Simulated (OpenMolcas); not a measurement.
Pt6+: input and output

Input:

```
&GATEWAY
Coord
1

Pt 0.0 0.0 0.0
Basis=ANO-R0
Group=XYZ
NoMove
AngMom=0.0 0.0 0.0
AMFI
&SEWARD
&RASSCF
FileOrb=start.orb
Symmetry=1
Spin=5
nActEl=4 0 0
Inactive=15 19
Ras2=5 0
CIRoot=5 5 1
SDav=5
CIMx=300
Iter=120 100
PrWF=0.3
OrbListing=Nothing
MaxOrb=0
Atom
>>> COPY $Project.JobIph JOB001
&RASSCF
FileOrb=start.orb
Symmetry=1
Spin=3
nActEl=4 0 0
Inactive=15 19
Ras2=5 0
CIRoot=45 45 1
SDav=45
CIMx=300
Iter=120 100
PrWF=0.3
OrbListing=Nothing
MaxOrb=0
Atom
CIOnly
>>> COPY $Project.JobIph JOB002
&RASSCF
FileOrb=start.orb
Symmetry=1
Spin=1
nActEl=4 0 0
Inactive=15 19
Ras2=5 0
CIRoot=50 50 1
SDav=50
CIMx=300
Iter=120 100
PrWF=0.3
OrbListing=Nothing
MaxOrb=0
Atom
CIOnly
>>> COPY $Project.JobIph JOB003
&RASSI
NrOfJobIphs=3 5 45 44
1 2 3 4 5
1 2 3 4 5 6 7 8 9 10 11 12 13 14 15 16 17 18 19 20 21 22 23 24 25 26 27
28 29 30 31 32 33 34 35 36 37 38 39 40 41 42 43 44 45
1 2 3 4 5 6 7 8 9 10 11 12 13 14 15 16 17 18 19 20 21 22 23 24 25 26 27
28 29 30 31 32 33 34 35 36 37 38 39 40 41 42 43 44
IphNames
JOB001
JOB002
JOB003
EJob
SpinOrbit
DIPRint=1.0
SOCoupling=1000.0
Subsets=2
MEES
Property=10
'ANGMOM' 1 'ANGMOM' 2 'ANGMOM' 3 'MLTPL  1' 1 'MLTPL  1' 2 'MLTPL  1' 3
'AMFI' 1 'AMFI' 2 'AMFI' 3 'MLTPL  2' 6
SOProperty=3
'ANGMOM' 1 'ANGMOM' 2 'ANGMOM' 3
```

Launched by
```bash
OMP_NUM_THREADS=1 MOLCAS_MEM=2252 MOLCAS_PROJECT=a pymolcas a.inp > a.log  # once for each step of the input, in one work folder
```

A driver script runs the steps one by one and writes start.orb anew before each from the orbitals found so far, so a CI-only block uses the converged orbitals of the first block.

Output, cut to the results:

```
--- SEWARD ---
Basis set label: PT.ANO-R...6S4P3D1F.

      Electronic valence basis set:
      ------------------
      Associated Effective Charge  78.000000 au
      Associated Actual Charge     78.000000 au
      Nuclear Model: Finite nucleus - Gaussian distribution
        Gaussian exponent, Xi/bohr**(-2):  1.43099E+08

      Shell  nPrim  nBasis  Cartesian Spherical Contaminant
         s      26       6        X
         p      20       4        X
         d      15       3                 X
         f      10       1                 X
                  Relativistic X2C integrals
                  Atomic mean-field integrals
--- RASSCF ---
Wave function specifications:
      -----------------------------

      Number of closed shell electrons          68
      Number of electrons in active shells       4
      Max number of holes in RAS1 space          0
      Max nr of electrons in RAS3 space          0
      Number of inactive orbitals               34
      Number of active orbitals                  5
      Number of secondary orbitals               1
      Spin quantum number                      2.0
      State symmetry                             1
Orbital specifications:
      -----------------------

      Symmetry species                           1   2
                                                ag  au
      Frozen orbitals                            0   0
      Inactive orbitals                         15  19
      Active orbitals                            5   0
      RAS1 orbitals                              0   0
      RAS2 orbitals                              5   0
      RAS3 orbitals                              0   0
      Secondary orbitals                         1   0
      Deleted orbitals                           0   0
      Number of basis functions                 21  19
      Number of CSFs                             5
      Number of root(s) required                 5
      Iter CI   SX   CI       RASSCF       Energy    max ROT     max BLB   max BLB  Level Ln srch  Step   QN
          iter iter root      energy       change     param      element    value   shift minimum  type update
 Nr of preliminary CI iterations:   1
      Total energies have been shifted. Add               -18000.00 au
        1   1    2    0  -401.16929325    0.00E+00   1.29E-09    1  21 1  2.13E-07   0.00   0.00    SX    NO
        2   1    1    0  -401.16929325   -4.37E-11   0.00E+00    9  21 1  1.02E-09   0.00   0.00    SX    NO
        3   1    1    0  -401.16929325    1.46E-11   0.00E+00    9  21 1  1.02E-09   0.00   0.00    SX    NO
        4   1    1    0  -401.16929325    7.28E-12   0.00E+00    9  21 1  1.02E-09   0.00   0.00    SX    NO
      Convergence after  4 iterations
        5   1    1    0  -401.16929325    0.00E+00   0.00E+00    9  21 1  1.02E-09   0.00   0.00    SX    NO
      Natural orbitals and occupation numbers for root  1
      sym 1:   1.000000   0.000000   1.000000   1.000000   1.000000
      Natural orbitals and occupation numbers for root  2
      sym 1:   0.000000   1.000000   1.000000   1.000000   1.000000
      Natural orbitals and occupation numbers for root  3
      sym 1:   1.000000   1.000000   1.000000  -0.000000   1.000000
::    RASSCF root number  1 Total energy: -18401.16929325
::    RASSCF root number  2 Total energy: -18401.16929325
::    RASSCF root number  3 Total energy: -18401.16929325
::    RASSCF root number  4 Total energy: -18401.16929325
::    RASSCF root number  5 Total energy: -18401.16929325
--- RASSCF ---
Wave function specifications:
      -----------------------------

      Number of closed shell electrons          68
      Number of electrons in active shells       4
      Max number of holes in RAS1 space          0
      Max nr of electrons in RAS3 space          0
      Number of inactive orbitals               34
      Number of active orbitals                  5
      Number of secondary orbitals               1
      Spin quantum number                      1.0
      State symmetry                             1
Orbital specifications:
      -----------------------

      Symmetry species                           1   2
                                                ag  au
      Frozen orbitals                            0   0
      Inactive orbitals                         15  19
      Active orbitals                            5   0
      RAS1 orbitals                              0   0
...
--- RASSI ---
SPIN-FREE ENERGIES:
  (Shifted by EMIN (a.u.) =     -18401.1692932455)

 SF State       Relative EMIN(au)   Rel lowest level(eV)    D:o, cm**(-1)      L_eff

     1             0.0000000000        0.0000000000              0.0000         2.0
     2             0.0000000000        0.0000000000              0.0000         2.0
     3             0.0000000000        0.0000000000              0.0000         2.0
     4             0.0000000000        0.0000000000              0.0000         2.0
     5             0.0000000000        0.0000000000              0.0000         2.0
     6             0.0744067322        2.0247103281          16330.3901         5.0
     7             0.0744067322        2.0247103281          16330.3901         5.0
     8             0.0744067322        2.0247103281          16330.3901         5.0
     9             0.0744067322        2.0247103281          16330.3901         5.0
    10             0.0744067322        2.0247103281          16330.3901         5.0
    11             0.0744067322        2.0247103281          16330.3901         5.0
    12             0.0744067322        2.0247103281          16330.3901         5.0
    13             0.0744067322        2.0247103281          16330.3901         5.0
    14             0.0744067322        2.0247103281          16330.3901         5.0
    15             0.0744067322        2.0247103281          16330.3901         5.0
    16             0.0744067322        2.0247103281          16330.3901         5.0
    17             0.0837676119        2.2794328411          18384.8657         1.0
    18             0.0837676119        2.2794328411          18384.8657         1.0
    19             0.0837676119        2.2794328411          18384.8657         1.0
    20             0.0855677107        2.3284160257          18779.9418         3.0
    21             0.0855677107        2.3284160257          18779.9418         3.0
...
```

Levels above the lowest, from the spin-orbit matrix, grouped by J:

| Configuration | Term | J | E (cm⁻¹) | g | Term weight % | Second |
| --- | --- | --- | --- | --- | --- | --- |
| 5d⁴ | ⁵D | 0 | 0.0 |  | 71 | 26 ³P(1) |
| 5d⁴ | ⁵D | 1 | 3665 | 1.499 | 87 | 12 ³P(1) |
| 5d⁴ | ⁵D | 2 | 7183 | 1.482 | 93 | 3 ³P(1) |
| 5d⁴ | ⁵D | 3 | 10104 | 1.466 | 90 | 6 ³F(1) |
| 5d⁴ | ⁵D | 4 | 12294 | 1.424 | 76 | 18 ³F(1) |
| 5d⁴ | ³P(1) | 0 | 19294 |  | 57 | 28 ⁵D |
| 5d⁴ | ³H | 4 | 20619 | 0.948 | 60 | 14 ³G |
| 5d⁴ | ³G | 3 | 24989 | 0.896 | 62 | 27 ³F(1) |
| 5d⁴ | ³H | 5 | 25562 | 1.068 | 79 | 21 ³G |
| 5d⁴ | ³F(1) | 2 | 26097 | 0.779 | 74 | 14 ¹D |
| 5d⁴ | ³P(1) | 1 | 26251 | 1.407 | 80 | 10 ⁵D |
| 5d⁴ | ³H | 6 | 27734 | 1.128 | 76 | 24 ¹I |
| 5d⁴ | ³G | 4 | 30471 | 1.058 | 47 | 23 ³H |
| 5d⁴ | ³P(1) | 2 | 32446 | 1.316 | 52 | 39 ³D |
| 5d⁴ | ³F(1) | 4 | 32523 | 1.116 | 32 | 31 ¹G(1) |
| 5d⁴ | ³F(1) | 3 | 34018 | 1.068 | 59 | 15 ³D |
| 5d⁴ | ³D | 3 | 36059 | 1.195 | 62 | 18 ³G |
| 5d⁴ | ³G | 5 | 37453 | 1.165 | 79 | 21 ³H |
| 5d⁴ | ¹D | 2 | 38669 | 1.156 | 29 | 26 ³P(1) |
| 5d⁴ | ¹I | 6 | 39375 | 1.039 | 76 | 24 ³H |
| 5d⁴ | ³D | 1 | 40364 | 0.609 | 89 | 7 ³P(1) |
| 5d⁴ | ¹G(1) | 4 | 45226 | 1.074 | 48 | 18 ³F(1) |
| 5d⁴ | ¹S | 0 | 46153 |  | 78 | 16 ³P(1) |
| 5d⁴ | ¹D | 2 | 47384 | 1.100 | 30 | 22 ³D |

Without dynamic correlation excited terms often stand tens of per cent too high (terms of higher spin than the ground term too low), and those without a measured partner can miss by more than the paired ones. Terms from blocks run as CI alone lack orbitals of their own. The basis is small and was not contracted for so high a charge. Levels of configurations outside the active space are missing. The first state left out of the spin-orbit step lies near 66000 cm-1 above the lowest spin-free state of the reference (among the parities and spins computed), and the list stops at four fifths of that energy or lower. The table shows the lowest 24 of 25 levels.

The RASSCF and RASSI steps took 44 s on 1 thread of Intel(R) Xeon(R) Platinum 8375C CPU @ 2.90GHz (Ice Lake), on a shared host; the integral step is not counted.

The term weight is that of the spin-free term in the level, not the purity of its configuration. A number in round brackets counts repeated terms of one configuration in the order of the reference energies.
